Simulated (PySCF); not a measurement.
Two species compared at the same levels of theory.

First species: C2H7NOSi.
InChI=1S/C2H7NOSi/c1-2-3-5-4/h2,4H,5H2,1H3/b3-2-

Second species: C7H9P.
Atom-mapped SMILES: `[CH3:1][c:2]1[cH:3][cH:4][cH:5][cH:6][c:7]1[PH2:8]` (hydrogens: H9, H10, H11 on C1; H12 on C3; H13 on C4; H14 on C5; H15 on C6; H16, H17 on P8)

Structure used (GFN2-xTB), in Å, numbered top down from 1:
```xyz
17
C7H9P angstrom
C     -1.565   -1.421   -0.372
C     -0.294   -0.660   -0.166
C      0.922   -1.315   -0.035
C      2.097   -0.608    0.148
C      2.069    0.774    0.207
C      0.864    1.442    0.091
C     -0.321    0.736   -0.083
P     -1.907    1.617   -0.317
H     -2.141   -1.451    0.555
H     -1.365   -2.443   -0.686
H     -2.180   -0.927   -1.128
H      0.948   -2.395   -0.086
H      3.035   -1.136    0.239
H      2.983    1.333    0.340
H      0.839    2.522    0.134
H     -2.502    1.149    0.855
H     -1.490    2.796    0.295
```

Levels: CAM-B3LYP/def2-SVPD for dipole moment, HOMO energy, LUMO energy, HOMO–LUMO gap, static isotropic polarisability and electronic spatial extent ⟨r²⟩ about the centre of nuclear charge; TDDFT CAM-B3LYP/def2-SVPD for lowest singlet excitation; TDA CAM-B3LYP/def2-SVPD for lowest triplet excitation (Tamm–Dancoff); GFN2-xTB for rotational constant A and rotational constant C. Geometries: GFN2-xTB. All species are isolated and taken at one optimised geometry, non-relativistic unless stated. Electronic properties by PySCF.

The conformers computed, where there is a choice (atom-mapped SMILES and torsion angles):
- `[CH3:1]/[CH:2]=[N:3]\[SiH2:4][OH:5]`: C2–N3–Si4–O5 -137°, H–O5–Si4–N3 -37°
- `[CH3:1][c:2]1[cH:3][cH:4][cH:5][cH:6][c:7]1[PH2:8]`: H–P8–C7–C6 -116°, H–P8–C7–C6 -23°

Values for the first species:

| Quantity | Value |
| --- | --- |
| Dipole moment | 2.51 D |
| HOMO energy | -8.39 eV |
| LUMO energy | 0.51 eV |
| HOMO–LUMO gap | 8.90 eV |
| Lowest singlet excitation | 4.33 eV |
| Lowest triplet excitation (Tamm–Dancoff) | 3.78 eV |
| Static isotropic polarisability | 62.4 au |
| Electronic spatial extent ⟨r²⟩ about the centre of nuclear charge | 678 bohr² |
| Rotational constant A | 11.183 GHz |
| Rotational constant C | 1.874 GHz |

Q: Estimate the same properties for the second species, and the change in each.

A: 
```tsv
property	first	second	second less first
dipole moment	2.51 D	0.83 D	-1.68 D
HOMO energy	-8.39 eV	-7.89 eV	+0.50 eV
LUMO energy	0.51 eV	0.67 eV	+0.16 eV
HOMO–LUMO gap	8.90 eV	8.56 eV	-0.34 eV
lowest singlet excitation	4.33 eV	5.30 eV	+0.97 eV
lowest triplet excitation (Tamm–Dancoff)	3.78 eV	4.01 eV	+0.23 eV
static isotropic polarisability	62.4 au	105.0 au	+42.6 au
electronic spatial extent ⟨r²⟩ about the centre of nuclear charge	678 bohr²	1162 bohr²	+484 bohr²
rotational constant A	11.183 GHz	2.870 GHz	-8.313 GHz
rotational constant C	1.874 GHz	0.997 GHz	-0.877 GHz
```

On the first: The vertical singlet–triplet gap S1 − T1 is 0.55 eV (TDDFT singlet less Tamm–Dancoff triplet; S1: HOMO→LUMO, weight 0.93; T1: HOMO→LUMO, weight 0.91). The principal polarisabilities are 50.3, 57.5 and 79.5 au; their mean is the isotropic value.

On the second: No computed singlet falls in the visible range (750 to 380 nm, 1.65 to 3.26 eV); S1 lies 2.04 eV above its blue end. The principal polarisabilities are 68.7, 113.2 and 133.2 au; their mean is the isotropic value.
